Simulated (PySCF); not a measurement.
# Broadened absorption spectrum of C4H4O3Si

Compound: C₄H₄O₃Si.
Atom-mapped SMILES: `[CH:1]#[C:2][Si@@H:3]1[O:4][CH2:5][C:6](=[O:7])[O:8]1` (hydrogens: H9 on C1; H10 on Si3; H11, H12 on C5)

Method used: TDDFT CAM-B3LYP/def2-SVPD, vertical, gas phase, core orbitals frozen in the response (PySCF). Isolated species at its GFN2-xTB geometry, gas phase.

Broadening: Gaussians 0.25 eV wide at half height, area fixed by f = 4.319×10⁻⁹ ∫ε dν̃. The width is an assumption, not a result. The curve ends short of the highest state used, and states not computed would add to its high-energy end.

```json
{"λ (nm)": "176.5", "ε (L mol⁻¹ cm⁻¹)": "2400"}
{"λ (nm)": "177.7", "ε (L mol⁻¹ cm⁻¹)": "1408"}
{"λ (nm)": "179.0", "ε (L mol⁻¹ cm⁻¹)": "645"}
{"λ (nm)": "180.2", "ε (L mol⁻¹ cm⁻¹)": "261"}
{"λ (nm)": "181.4", "ε (L mol⁻¹ cm⁻¹)": "90"}
{"λ (nm)": "182.6", "ε (L mol⁻¹ cm⁻¹)": "26"}
{"λ (nm)": "183.8", "ε (L mol⁻¹ cm⁻¹)": "7"}
{"λ (nm)": "185.1", "ε (L mol⁻¹ cm⁻¹)": "1"}
{"λ (nm)": "186.3", "ε (L mol⁻¹ cm⁻¹)": "0"}
{"λ (nm)": "187.5", "ε (L mol⁻¹ cm⁻¹)": "0"}
{"λ (nm)": "188.7", "ε (L mol⁻¹ cm⁻¹)": "2"}
{"λ (nm)": "189.9", "ε (L mol⁻¹ cm⁻¹)": "5"}
{"λ (nm)": "191.2", "ε (L mol⁻¹ cm⁻¹)": "15"}
{"λ (nm)": "192.4", "ε (L mol⁻¹ cm⁻¹)": "35"}
{"λ (nm)": "193.6", "ε (L mol⁻¹ cm⁻¹)": "69"}
{"λ (nm)": "194.8", "ε (L mol⁻¹ cm⁻¹)": "120"}
{"λ (nm)": "196.0", "ε (L mol⁻¹ cm⁻¹)": "182"}
{"λ (nm)": "197.2", "ε (L mol⁻¹ cm⁻¹)": "239"}
{"λ (nm)": "198.5", "ε (L mol⁻¹ cm⁻¹)": "278"}
{"λ (nm)": "199.7", "ε (L mol⁻¹ cm⁻¹)": "280"}
{"λ (nm)": "200.9", "ε (L mol⁻¹ cm⁻¹)": "250"}
{"λ (nm)": "202.1", "ε (L mol⁻¹ cm⁻¹)": "199"}
{"λ (nm)": "203.3", "ε (L mol⁻¹ cm⁻¹)": "141"}
{"λ (nm)": "204.6", "ε (L mol⁻¹ cm⁻¹)": "88"}
{"λ (nm)": "205.8", "ε (L mol⁻¹ cm⁻¹)": "53"}
{"λ (nm)": "207.0", "ε (L mol⁻¹ cm⁻¹)": "32"}
{"λ (nm)": "208.2", "ε (L mol⁻¹ cm⁻¹)": "22"}
{"λ (nm)": "209.4", "ε (L mol⁻¹ cm⁻¹)": "20"}
{"λ (nm)": "210.6", "ε (L mol⁻¹ cm⁻¹)": "21"}
{"λ (nm)": "211.9", "ε (L mol⁻¹ cm⁻¹)": "23"}
{"λ (nm)": "213.1", "ε (L mol⁻¹ cm⁻¹)": "25"}
{"λ (nm)": "214.3", "ε (L mol⁻¹ cm⁻¹)": "25"}
{"λ (nm)": "215.5", "ε (L mol⁻¹ cm⁻¹)": "23"}
{"λ (nm)": "216.7", "ε (L mol⁻¹ cm⁻¹)": "19"}
{"λ (nm)": "218.0", "ε (L mol⁻¹ cm⁻¹)": "14"}
{"λ (nm)": "219.2", "ε (L mol⁻¹ cm⁻¹)": "10"}
{"λ (nm)": "220.4", "ε (L mol⁻¹ cm⁻¹)": "7"}
{"λ (nm)": "221.6", "ε (L mol⁻¹ cm⁻¹)": "4"}
{"λ (nm)": "222.8", "ε (L mol⁻¹ cm⁻¹)": "2"}
{"λ (nm)": "224.0", "ε (L mol⁻¹ cm⁻¹)": "1"}
{"λ (nm)": "225.3", "ε (L mol⁻¹ cm⁻¹)": "1"}
{"λ (nm)": "226.5", "ε (L mol⁻¹ cm⁻¹)": "0"}
{"λ (nm)": "227.7", "ε (L mol⁻¹ cm⁻¹)": "0"}
{"λ (nm)": "228.9", "ε (L mol⁻¹ cm⁻¹)": "0"}
```

(1) Where are the band maxima, and which computed states make them?

(2) On this curve, what absorbance would a 10⁻⁴ mol/L sample give at 193 nm over a 1 cm path?

(3) Coming from long wavelengths, where does ε first pass 100 L mol⁻¹ cm⁻¹?

## Answers

(1) 214 nm (5.81 eV), ε about 25, made up of S1 (90%); 199 nm (6.22 eV), ε about 280, made up of S3 (98%) (ε in L mol⁻¹ cm⁻¹; maxima over ε = 5, shares over 10%). At its high-energy end, 7.02 eV, the curve is still rising (ε about 2300, from S5 and S6). The states used: S1 5.79 eV (f 0.0002); S2 5.92 eV (f 0.0000); S3 6.22 eV (f 0.0026); S4 6.29 eV (f 0.0001); S5 7.12 eV (f 0.026); S6 7.17 eV (f 0.012); S7 7.42 eV (f 0.0003); S8 7.62 eV (f 0.0050).

(2) 193 nm is 6.424 eV, where ε is about 50 L mol⁻¹ cm⁻¹, so A = ε c l ≈ 0.005 (Beer–Lambert, with the gas-phase spectrum and the assumed width).

(3) At about 204 nm (6.07 eV), 0.28 eV above S1.
